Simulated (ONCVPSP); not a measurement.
Ranking ONCV potentials for molybdenum (Mo)

All share these settings but for the change named:

```
Element                 : Mo (Z = 42)
Generator               : ONCVPSP 4.0.1
Type                    : optimised norm-conserving Vanderbilt (ONCV)
Functional              : PBE
Relativity              : scalar-relativistic
Frozen core             : [Ar] 3d10
Valence charge          : 14
Reference configuration : 4s2 4p6 4d5 5s1
Partial waves           : 4s+5s: rc 1.65 bohr, ncon 4, nbas 8, qcut 7.4 1/bohr, 2 projectors; 4p: rc 1.55 bohr, ncon 4, nbas 7, qcut 8.8 1/bohr, 2 projectors, debl 3.5 Ha; 4d: rc 1.55 bohr, ncon 4, nbas 7, qcut 10.9 1/bohr, local
Local potential         : the d channel
Core correction         : Teter function, fcfact 3, rcfact 1.6
```

Cutoff: the first of the cutoffs (Ha) at which the residual kinetic energy of the hardest occupied pseudo-wave falls to 1 and 0.1 mHa per electron; the density cutoff is not measured.

The base gives 25 Ha.

Of 10 variants that were run, those that failed, showed a ghost or another fault, or gave nearly equal values are left out.

A variant can come out equal or close to the base.

(1) Rank these variants from softest to hardest (loose cutoff).
A. all radii but the core radius scaled by about 1.16 (s 1.90, p 1.80, d 1.80 bohr)
B. all radii but the core radius scaled by about 0.96 (s 1.58, p 1.48, d 1.48 bohr)
C. all radii but the core radius scaled by about 1.07 (s 1.78, p 1.66, d 1.66 bohr)
D. all radii but the core radius scaled by about 0.79 (s 1.30, p 1.22, d 1.22 bohr)

## Answers

(1) A (19 Ha), C (22 Ha), B (27 Ha), D (32 Ha).
